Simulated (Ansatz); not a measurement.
Frontier orbitals of C4H10Mg (`C[CH2][Mg][CH2]C`).

Charge 0, multiplicity 1. Correlated methods include outer-core shells of Mg, which these sets cover unevenly. The geometry is a stationary point of PBE0-D4/def2-TZVP. It is one conformer, not always the lowest. Basis def2-TZVPP, Ansatz.

A caution on the coupled-cluster cation, which keeps the state that its UHF reference found: spin contamination of the cation.

```tsv
functional	HOMO (eV)	LUMO (eV)	gap (eV)
PBE	-4.76	-1.16	3.60
r2SCAN	-4.95	-0.75	4.20
PBE0	-5.89	-0.52	5.37
LC-ωPBE	-8.53	1.11	9.64
ωB97M-V	-8.06	0.49	8.55
```

Question: What is the vertical ionisation energy at frozen-core CCSD(T)/def2-TZVPP? (An estimate is asked.)

Answer: Ansatz gave: 7.99 eV (T1 of the cation 0.025).

Against PBE, PBE0 changes HOMO and LUMO by −1.13 and +0.65 eV, ωB97M-V by −3.29 and +1.66 eV. A gap of 3.60 eV thus becomes 8.55 eV for the same molecule, so an orbital gap means little without its functional. A positive LUMO is unbound and depends on the basis. −ε(HOMO) differs from that ionisation energy by −3.23 eV with PBE and +0.06 eV with ωB97M-V.

LC-ωPBE has ω = 0.4 bohr⁻¹.
